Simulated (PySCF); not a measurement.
**Assignment exercise: C7H10N2Si**

Structure with atom numbers: `[CH:1]#[C:2][Si@H:3]([CH3:4])[n:5]1[cH:6][n:7][c:8]([CH3:9])[cH:10]1`. Hydrogens are named by the atom that carries them.

- structure optimised with PBE0-D3(BJ)/def2-SVP
- GIAO CAM-B3LYP/pcSseg-1 shieldings
- code: PySCF 2.14
- fast rotation and ring inversion assumed for equivalent nuclei, a single conformation, no solvent, non-relativistic Hamiltonian

Shifts are taken against calculated references (same method and geometry level): 13C, 1H vs TMS.

**Question.** Assign these signals to the numbered atoms. 13C{1H} NMR (computed): δ 151.0, 145.3, 124.5, 106.5, 87.9, 15.5, -3.7.

**Answer.** 
| δ (ppm) | atoms | environment | reason |
| --- | --- | --- | --- |
| 151.0 | C8 | substituted aromatic carbon next to a ring nitrogen | – |
| 145.3 | C6 | aromatic CH between two ring heteroatoms | – |
| 124.5 | C10 | aromatic CH next to a ring nitrogen | – |
| 106.5 | C1 | terminal alkyne carbon | – |
| 87.9 | C2 | alkyne carbon | sp carbons lie upfield of alkene carbons because the cylindrical π system leaves one tensor component strongly shielded |
| 15.5 | C9 | methyl carbon on an aromatic ring | a saturated carbon with 1 carbon neighbour and no heteroatom attached |
| -3.7 | C4 | methyl carbon bonded to Si | an electropositive neighbour leaves it electron-rich and shielded |

**Question.** Assign these signals to the numbered atoms. 1H NMR (400 MHz, computed): δ 7.04 (m, 1H), 6.86 (m, 1H), 4.98 (m, 1H), 2.47 (d, 1H), 2.28 (s, 3H), 0.67 (d, 3H).

**Answer.** 
| δ (ppm) | atoms | environment | reason |
| --- | --- | --- | --- |
| 7.04 | H(C6) | hydrogen on an aromatic CH between two ring heteroatoms | aromatic region |
| 6.86 | H(C10) | hydrogen on an aromatic CH next to a ring nitrogen | the ring current deshields protons in the ring plane |
| 4.98 | H(Si3) | hydrogen on a silicon bonded to 2 C, N | – |
| 2.47 | H(C1) | hydrogen on a terminal alkyne carbon | it lies on the axis of the triple bond, in its shielding cone |
| 2.28 | H(C9) | hydrogen on a methyl carbon on an aromatic ring | benzylic-type position, deshielded by the ring |
| 0.67 | H(C4) | hydrogen on a methyl carbon bonded to Si | an electropositive neighbour shields it, as in TMS itself |

Shifts are as computed, not scaled to solution data. Of 1211 compounds with measured shifts, 218 miss one by over three times the rms of a fit or turn the order of signals round; such compounds aren't used in these exercises. No couplings were computed; multiplicities are counted from neighbouring protons, with m where these are inequivalent, close in shift, in a saturated or five-membered ring or joined by F or P, and br s for small geminal =CH2 splittings.
